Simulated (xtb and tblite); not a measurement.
Relaxed torsion scan: C9H7NS2, SMILES c1ccc(Sc2nccs2)cc1. Scanned: dihedral C3–C4–S5–C6 and dihedral C4–S5–C6–S10; all other coordinates were relaxed at GFN2-xTB. Points at φ and −φ are mirror images.

Atom numbering (GFN2-xTB optimised geometry, Å):
```
19

C      2.8873     0.2992     1.1525
C      1.8082    -0.4803     1.5361
C      0.8288    -0.8177     0.6197
C      0.9312    -0.3492    -0.6794
S     -0.2968    -0.7797    -1.9051
C     -1.7522    -0.2828    -1.1036
N     -1.8259     0.2941     0.0433
C     -3.1075     0.5728     0.3781
C     -4.0448     0.2046    -0.5295
S     -3.3013    -0.5413    -1.8972
C      2.0096     0.4244    -1.0764
C      2.9900     0.7458    -0.1541
H      3.6499     0.5567     1.8723
H      1.7300    -0.8344     2.5531
H     -0.0101    -1.4285     0.9120
H     -3.2955     1.0568     1.3189
H     -5.1079     0.3203    -0.4861
H      2.0755     0.7697    -2.0969
H      3.8314     1.3506    -0.4577
```

Calculation: xtb and tblite with GFN2-xTB.

Energy in kcal/mol above the lowest grid point; x is the dihedral C3–C4–S5–C6 (°), y the dihedral C4–S5–C6–S10 (°).

```
y \ x  -150  -120  -90  -60  -30    0   30   60   90  120  150  180
-----  ----  ----  ---  ---  ---  ---  ---  ---  ---  ---  ---  ---
180     0.2   0.0  0.3  0.0  0.3  0.4  0.3  0.0  0.3  0.0  0.2  0.4
150     0.7   0.8  1.2  0.8  0.7  0.8  0.7  0.8  1.2  0.8  0.7  0.8
120     1.9   2.3  3.1  2.7  2.2  2.3  1.9  2.3  3.1  2.7  2.2  2.3
90      2.9   3.4  4.2  3.9  3.6  3.1  2.9  3.4  4.2  4.0  3.6  3.1
60      1.9   2.5  3.2  3.4  3.8  3.0  1.9  2.5  3.2  3.4  3.8  2.9
30      1.6   1.1  1.6  2.2  3.7  3.6  1.8  1.0  1.6  2.1  3.6  3.6
0       2.7   1.1  0.9  1.1  3.0  4.1  3.0  1.1  0.9  1.1  2.7  4.1
-30     3.6   2.1  1.6  1.0  1.8  3.6  3.7  2.2  1.6  1.1  1.6  3.6
-60     3.8   3.4  3.2  2.5  1.9  3.0  3.8  3.4  3.2  2.5  1.9  2.9
-90     3.6   4.0  4.2  3.4  2.9  3.1  3.6  3.9  4.2  3.4  2.9  3.1
-120    2.2   2.7  3.1  2.3  1.9  2.3  2.2  2.7  3.1  2.3  1.9  2.3
-150    0.7   0.8  1.2  0.8  0.7  0.8  0.7  0.8  1.2  0.8  0.7  0.8
```

Points that lie below all their neighbours on the grid: x = -60, y = 180 (0.0 kcal/mol); x = 60, y = 180 (0.0 kcal/mol); x = -120, y = 180 (0.0 kcal/mol); x = 120, y = 180 (0.0 kcal/mol); x = -90, y = 0 (0.9 kcal/mol); x = 90, y = 0 (0.9 kcal/mol). The lowest path on the grid from the first to the second passes x = 0, y = 180 at 0.4 kcal/mol.
